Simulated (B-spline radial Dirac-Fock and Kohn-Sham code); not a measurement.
**Core and valence levels of Ta²⁹⁺**

System: tantalum as Ta²⁹⁺, [Kr] 4d8; nuclear rms radius 5.3507 fm (A = 181).

The run's input, task.json:

```json
{"items": [{
  "Z": 73,
  "q": 29,
  "cfg": [[1, 0, 2], [2, 0, 2], [2, 1, 6], [3, 0, 2], [3, 1, 6], [3, 2, 10], [4, 0, 2], [4, 1, 6], [4, 2, 8]],
  "A": 181,
  "rrms": 5.3507,
  "do": ["binding"]
}]}
```

Launch: `python xray_run.py task.json out`

Level of theory: Dirac-Fock (average of configuration) total-energy differences with a finite nucleus, the Breit interaction including its frequency dependence, and self-energy and vacuum-polarisation corrections; a B-spline atomic structure program. No correlation. Energies are counted from the vacuum level. Subshells whose hole state is unreliable or did not converge are left out.

All terms are in eV, carry their sign (relaxation lowers the binding energy) and add up to the binding energy; ⟨r⟩ is the mean radius of the orbital in the initial state.

| subshell | −ε (Koopmans) | relaxation | Breit | self-energy | vacuum polarisation | binding energy | ⟨r⟩ (bohr) |
| --- | --- | --- | --- | --- | --- | --- | --- |
| 1s | 68879.1 | -65.06 | -219.68 | -140.97 | 26.34 | 68479.7 | 0.019 |
| 2s | 12836.9 | -29.62 | -24.75 | -20.12 | 3.52 | 12766.0 | 0.078 |
| 2p1/2 | 12287.5 | -34.12 | -40.69 | -0.03 | 0.13 | 12212.8 | 0.065 |
| 2p3/2 | 11015.8 | -31.11 | -24.99 | -1.42 | -0.13 | 10958.2 | 0.073 |
| 3s | 3803.8 | -9.15 | -4.69 | -4.64 | 0.79 | 3786.1 | 0.203 |
| 3p1/2 | 3561.7 | -10.00 | -7.83 | -0.08 | 0.03 | 3543.8 | 0.193 |
| 3p3/2 | 3280.5 | -8.94 | -4.54 | -0.35 | -0.04 | 3266.7 | 0.207 |
| 4s | 1535.2 | -1.56 | -1.27 | -1.31 | 0.22 | ? | 0.429 |
| 4p1/2 | 1429.3 | -1.63 | -2.08 | -0.02 | 0.01 | 1425.6 | 0.430 |
| 4p3/2 | 1350.5 | -1.42 | -1.17 | -0.09 | -0.01 | 1347.8 | 0.452 |
| 4d | 1170.1 | -1.47 | -0.59 | 0.07 | -0.01 | 1168.1 | 0.455 |

Problem. Which binding energy belongs in the row of 4s?

Solution. 1531.3 eV, the sum of the terms in that row (to rounding).

For the deepest level, K (1s), the Breit terms make up -0.321 % of the binding energy, QED -0.167 % and orbital relaxation -0.095 %.

Spin-orbit splittings: 2p 1254.7 eV, 3p 277.1 eV, 4p 77.79 eV.

Going to the tabulated ground configuration of the next ion removes an electron from N4,5 (4d), computed at 1168.1 eV. NIST lists 1160 ± 4 eV as the ionisation energy of this species (theoretical), -8.13 eV from the computed value. Where a p, d or f shell is open in either ion the computed value averages over both j values and all terms, while the table refers to the lowest levels; that difference holds spin-orbit splitting (largest in heavy or highly charged ions), term energies where several electrons share open shells, and correlation, and it can reach 10 % or more.
